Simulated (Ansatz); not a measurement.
The Ga1–I4 bond of GaH2I (SMILES [GaH2][I]) is stretched (multiplicity 1, the rest rigid).
Geometry at rest (charge 0, multiplicity 1):
```xyz
4

Ga    -0.821    -1.276     0.215
H     -0.271    -2.265     1.287
H     -2.099    -1.418    -0.666
I      0.525     0.816    -0.138
```

Cores are frozen in the correlated methods. Filled d and f shells under p-block atoms count as core.

The values were computed with Ansatz (Gaussian basis) for Hartree–Fock, density functionals and correlated methods. Values without a source in brackets are computed. In def2 rows elements past Kr take small-core potentials, without spin–orbit coupling.

Energies above the point at 2.512 Å (the B3LYP-D3(BJ) bond length), FIC-MRCISD+Q on CASSCF(6,4)/def2-TZVPP (kcal/mol): 11.48 at 2.261 Å; 5.45 at 2.763 Å; 82.89 at 8.039 Å.

Problem. Take the last value as the depth D of a Morse curve D(1 − e^(−a(R − R₀)))², fit a and R₀ to the two near points, and test it at 3.392 and 4.396 Å.

Solution. 
With D = 82.9, both near points (counted from the curve's value at 2.512 Å) are met by a = 1.22 Å⁻¹ and R₀ = 2.520 Å, so k = 2Da² = 247 kcal/(mol Å²). The curve then gives 35.5 and 66.9 kcal/mol; the level itself gives 36.3 and 72.1, so Morse is off by -0.8 and -5.2.

Doubts at one or more of the structures used: active orbitals that take no part (FIC-MRCISD+Q on CASSCF(6,4)/def2-TZVPP).

Ansatz is a quantum-chemistry and plane-wave program.
